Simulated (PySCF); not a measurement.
Br2FHSn. Atoms are numbered in the order given.

```xyz
5

Sn     0.3149    -0.6275     0.0000
F     -1.0170    -2.0264     0.0000
Br    -0.1206     0.7282    -2.0197
Br    -0.1206     0.7282     2.0197
H      1.8526    -1.3590     0.0000
```
Charge 0, spin multiplicity 1.

Geometry: r2SCAN-D4/def2-SVP. The structure was generated by enumeration; whether it is a known compound was not checked. The def2 effective core potentials stand for the cores of Sn; spin–orbit coupling is left out.

Calculation: PBE/def2-TZVP in PySCF.

ESP charges are fitted to the potential on shells at 1.4 to 2.0 van der Waals radii. Atomic charges (e):

```
atom  Löwdin  ESP fit  Mulliken
----  ------  -------  --------
Sn1     0.08     0.21       [?]
F2     -0.23    -0.20       [?]
Br3     0.09    -0.05       [?]
Br4     0.09    -0.05       [?]
H5     -0.03     0.10       [?]
```

Q: What belongs in the gaps? (An estimate is asked for; the answer gives what the named calculation found.)

A: 
- Sn1, Mulliken: 0.96
- F2, Mulliken: -0.42
- Br3, Mulliken: -0.27
- Br4, Mulliken: -0.27
- H5, Mulliken: 0.00
